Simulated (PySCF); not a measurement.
Species: C3H6F2SSi.
Geometry (GFN2-xTB, Å), atoms numbered from 1 in this order:
```xyz
13
C3H6F2SSi angstrom
C      2.325   -0.043   -0.647
S      1.174   -0.591    0.652
C     -0.418   -0.017    0.164
C     -0.749    0.678   -0.917
F      0.095    1.094   -1.886
Si    -1.748   -0.515    1.407
F     -3.126    0.106    0.849
H      2.051   -0.490   -1.597
H      3.302   -0.399   -0.334
H      2.323    1.039   -0.711
H     -1.763    0.986   -1.126
H     -1.526    0.107    2.701
H     -1.945   -1.955    1.428
```

IAO charges (e) from the PBE0/pcSseg-1 density (PySCF), one withheld:

```json
{"atom": "C1", "bonded to": "S2 H8 H9 H10", "charge": "-0.4985"}
{"atom": "S2", "bonded to": "C1 C3", "charge": "+0.1534"}
{"atom": "C3", "bonded to": "S2 C4 Si6", "charge": "-0.4768"}
{"atom": "C4", "bonded to": "C3 F5 H11", "charge": "+0.1149"}
{"atom": "F5", "bonded to": "C4", "charge": "-0.2722"}
{"atom": "Si6", "bonded to": "C3 F7 H12 H13", "charge": "+1.1220"}
{"atom": "F7", "bonded to": "Si6", "charge": "?"}
{"atom": "H8", "bonded to": "C1", "charge": "+0.1687"}
{"atom": "H9", "bonded to": "C1", "charge": "+0.1693"}
{"atom": "H10", "bonded to": "C1", "charge": "+0.1690"}
{"atom": "H11", "bonded to": "C4", "charge": "+0.1657"}
{"atom": "H12", "bonded to": "Si6", "charge": "-0.1378"}
{"atom": "H13", "bonded to": "Si6", "charge": "-0.1382"}
```

(1) What is the charge on F7?

(2) Add each hydrogen's charge to the atom that carries it.

(3) Across which bond do the charges differ most?

(4) Take the bonds between elements whose Pauling electronegativities differ by more than 0.25. In how many does the more electronegative atom carry the lower charge?

(5) How much positive and how much negative charge does this set hold in all?

Answers

(1) The charges add up to the total charge, 0. The others sum to +0.5395, which leaves -0.5395 e for F7 (silicon-bound fluorine).

(2) C1 +0.0085, C4 +0.2806, Si6 +0.8460. Atoms without hydrogen keep their charges.

(3) Si6–F7: +1.1220 on Si6 against -0.5395 on F7, a difference of 1.6615 e. The lower charge is on the more electronegative element of the two (Pauling values: F 3.98, Si 1.90).

(4) In 9 of 9.

(5) +2.0630 e on 7 atoms and -2.0630 e on 6.

The IAO scheme projects the occupied orbitals on a minimal set of polarised atomic orbitals and counts the electrons in each atom's part of it. Geometry: GFN2-xTB, one conformer, isolated molecule.
